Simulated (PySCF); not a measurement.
Which orbitals make which state

Compound: BrGeH₄N.
InChI=1S/BrGeH4N/c1-2-3/h2-3H2

Method used: TDDFT PBE0/def2-SVPD, vertical, gas phase, core orbitals frozen in the response in PySCF 2.14.0, density-fitted response routines. Geometry: PBE0-D3(BJ)/def2-SVP, one conformer, isolated molecule. Relativistic effects, spin–orbit coupling among them, are left out although an element past zinc is present. Torsions of this conformer, `[NH2:1][GeH2:2][Br:3]`: H–N1–Ge2–Br3 -64°, H–N1–Ge2–Br3 64°.

Orbital energies (eV): HOMO-3 -10.26, HOMO-2 -8.48, HOMO-1 -8.13, HOMO -7.86, LUMO -0.39, LUMO+1 0.02, LUMO+2 0.70.

Computed singlets:

```csv
state,E (eV),f
S1,6.28,0.032
S2,6.32,0.020
S3,6.56,0.033
S4,6.92,0.157
S5,7.00,0.0015
S6,7.33,0.057
S7,7.42,0.0077
S8,7.62,0.0084
S9,7.95,0.0029
S10,8.07,0.016
```

Q: Which orbital pair leads each of S1, S2, S3, S4, S5, S8 and S10, and how does its energy difference Δε compare with the excitation energy?

A: 

```tsv
state	leading configuration	weight	Δε (eV)	E (eV)	E − Δε (eV)	f	other configurations
S1	HOMO→LUMO	0.84	7.47	6.28	-1.18	0.032	H-2→L (12%)
S2	HOMO-1→LUMO	0.97	7.74	6.32	-1.42	0.020	–
S3	HOMO→LUMO+1	0.83	7.88	6.56	-1.31	0.033	H-2→L (11%)
S4	HOMO-2→LUMO	0.66	8.09	6.92	-1.17	0.157	H-2→L+1 (12%), H→L (12%)
S5	HOMO-1→LUMO+1	0.97	8.15	7.00	-1.15	0.0015	–
S8	HOMO-1→LUMO+2	0.98	8.82	7.62	-1.21	0.0084	–
S10	HOMO-2→LUMO+2	0.60	9.17	8.07	-1.10	0.016	H→L+3 (30%)
```

E − Δε runs from -1.42 to -1.10 eV. Among themselves, these states come in the order of their orbital differences.

H and L stand for HOMO and LUMO. The other states: S6 7.33 eV, f 0.057, H→L+2 (55%), H-2→L+1 (31%); S7 7.42 eV, f 0.0077, H-2→L+1 (52%), H→L+2 (39%); S9 7.95 eV, f 0.0029, H→L+3 (60%), H-2→L+2 (33%).

Q: Pair triplets and singlets of the same leading configuration (75% or more in both) and give the splittings.

A: 

```tsv
configuration	triplet	E(T) (eV)	singlet	E(S) (eV)	E(S) − E(T) (eV)
HOMO→LUMO	T1	5.64	S1	6.28	+0.65
HOMO-1→LUMO	T2	5.84	S2	6.32	+0.48
```

The 4 triplets are Tamm–Dancoff values, the singlets full response.

Summed over the main configurations (up to three a state, each over 8%) of all 10 singlets, the electron leaves HOMO with weight 3.64, HOMO-1 with weight 2.92 and HOMO-2 with weight 2.77.

The vertical ionisation energy (ΔSCF) is 9.93 eV, 1.86 eV above S10.

Time: 2.5 min wall, 2.1 min CPU (grids of density and orbitals included); peak memory 0.57 GiB. Hardware: an Intel Xeon at 2.50 GHz with one thread, no GPU, shared host with 64 logical CPUs at a one-minute load of 51.
